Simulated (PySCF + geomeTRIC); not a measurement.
A geometry relaxed with TPSSh-D3(BJ)/def2-TZVP in PySCF + geomeTRIC, charge 1, multiplicity 1:

```xyz
7

O      1.1114     0.7238     0.1462
H     -1.6159    -0.7270    -0.4805
H      0.3340    -1.0968     0.7708
H      1.8951     0.5136     0.6848
N     -0.8870    -0.0232    -0.4931
H     -1.0365     0.8140    -1.0507
C      0.2016    -0.1912     0.1833
```

Question: Write the SMILES of this molecule.

Answer: `[H]/[O+]=C/N`
